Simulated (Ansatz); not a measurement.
Mulliken charges of BH6NSn, SMILES `N[BH][SnH3]` from r2SCAN/def2-TZVPP in Ansatz (PBE0-D4/def2-TZVP geometry).

```csv
atom,x (Å),y (Å),z (Å),charge (e)
N1,-0.620,1.189,-1.100,-0.274
B2,0.313,0.195,-0.868,-0.078
Sn3,0.325,-0.905,1.094,0.425
H4,-0.662,1.707,-1.964,0.184
H5,-1.321,1.470,-0.435,0.185
H6,1.100,-0.054,-1.735,-0.017
H7,1.806,-0.745,1.937,-0.136
H8,0.052,-2.585,0.914,-0.136
H9,-0.904,-0.318,2.142,-0.153
```

Task: By hand: the dipole of these point charges (1 e Å = 4.8032 D).

Result: Σ q r = (-0.216, 0.363, -0.294) e Å, of length 0.515 e Å = 2.47 D.

Task: How does the dipole of the full density compare? (Estimate.)

Result: Ansatz gave: (-0.262, 0.435, -0.347) e Å, 2.95 D; the point charges give 0.84 times that, at 1° from its direction.

Point charges leave out the atoms' own dipoles, such as those of lone pairs, and Mulliken's split depends on the basis, so the two needn't agree.
